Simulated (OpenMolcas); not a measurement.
An OpenMolcas run meant for Ni5+ (ANO-RCC-VDZ, DKH2; inactive shells 1s 2s 2p 3s 3p; intended active space 5 electrons in 5 orbitals (3d)). One step of its input:

```
&RASSCF
FileOrb=start.orb
Symmetry=1
Spin=6
nActEl=6 0 0
Inactive=3 6
Ras2=5 0
CIRoot=1 1 1
SDav=1
CIMx=300
Iter=94 100
PrWF=0.3
OrbListing=Nothing
MaxOrb=0
Atom
>>> COPY $Project.JobIph JOB001
```

Lines from the output:

```
--- SEWARD ---
Basis set label: NI.ANO-RCC...5S4P2D.

      Electronic valence basis set:
      ------------------
      Associated Effective Charge  28.000000 au
      Associated Actual Charge     28.000000 au
      Nuclear Model: Point charge

      Shell  nPrim  nBasis  Cartesian Spherical Contaminant
         s      21       5        X
         p      15       4        X
         d      10       2                 X
                  Relativistic Douglas-Kroll-Hess integrals:
                    - DKH order of Hamiltonian: 2
                    - DKH order of Properties : 0
                  Atomic mean-field integrals
--- RASSCF ---

 Nr of active orbitals     NAC=   5
 Spin degeneracy         ISPIN=   6
 There can be no such wave function.
 ************************************************
--- Stop Module: rasscf at  /rc=_RC_INPUT_ERROR_ ---
.####################.
.# User input error #.
.####################.
```

Question: What is wrong with the input?

Answer: nActEl holds one electron too many for this ion, which clashes with the multiplicity.
